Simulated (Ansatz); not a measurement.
Species: H$_{3}$GaO$_{3}$, SMILES `[OH][Ga]([OH])[OH]` (charge 0, multiplicity 1).

### Question
Give a relaxed geometry from PBE0-D4/def2-TZVP run with Ansatz (a quantum-chemistry and plane-wave program).

### Answer
Several could match; the one computed here: the end point of this relaxation, one of several conformers (outside a Z-matrix the atoms follow the SMILES, hydrogens last).
Z-matrix (Å, degrees):
```
Ga
O 1 1.7741
H 2 0.9598 1 113.19
O 1 1.7741 2 120.00 3 -0.01
H 4 0.9598 1 113.19 2 -179.99
O 1 1.7741 2 120.00 3 -179.99
H 6 0.9598 1 113.20 2 -0.01
```
